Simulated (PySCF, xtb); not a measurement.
Si(OH)3(NH2) (H5NO3Si), SMILES O[Si](N)(O)O.

xtb with GFN2-xTB at its own geometry gives an orbital gap of 8.89 eV and a dipole moment of 1.93 D.

Geometry optimised at ωB97X-D3(BJ)/def2-SVP. The geometry has at least one imaginary mode, so it is a saddle point at that level. One conformer was computed; it need not be the lowest.

Question: What does PBE/def2-TZVP run with PySCF give? (Estimate from the structure and the level; the computed values follow.)

Answer: gap 5.91 eV (levels -6.38 and -0.47 eV), dipole 2.13 D.
